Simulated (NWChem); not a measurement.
System: C$_{4}$H$_{4}$F$_{2}$; SMILES C=C(F)C(=C)F

```xyz
10

C      1.3556    -1.2692     0.0000
C      0.1421    -0.7181     0.0000
F     -0.9604    -1.4676     0.0000
C     -0.1421     0.7181     0.0000
C     -1.3556     1.2692     0.0000
F      0.9604     1.4676     0.0000
H      1.4694    -2.3537     0.0000
H      2.2374    -0.6307     0.0000
H     -2.2374     0.6307     0.0000
H     -1.4694     2.3537     0.0000
```
Atoms are numbered in this order, from 1.

All runs: NWChem. Structure relaxed at the PBE0/def2-SVP level. Hybrids' shares of exact exchange are those that their runs print; pure functionals count as 0. The functionals differ in more than this share.

```
row                                   share of exact exchange  orbital gap (eV)
------------------------------------  -----------------------  ----------------
PBE/def2-SVP                                             0.00              4.05
LDA (Slater exchange, VWN5)/def2-SVP                     0.00              4.01
B3LYP/def2-SVP                                           0.20              5.63
PBE0/def2-SVP                                            0.25              6.05
PW6B95/def2-SVP                                          0.28          withheld
```

Question: Fit a straight line of the last column on the one before it, predict the withheld value, and compare with the run.

Answer: 
1. Means of the 4 shown rows: x = 0.113, y = 4.935. Slope Σ(x − x̄)(y − ȳ)/Σ(x − x̄)² = 0.4178/0.05188 = 8.053; intercept 4.029.
2. The shown rows scatter about the line by 0.015 (root mean square); the largest residual is +0.02, at PBE/def2-SVP.
3. At x = 0.28 (PW6B95/def2-SVP; beyond the shown range) the line gives 6.28.
4. The run gives 6.22, -0.06 from the line.
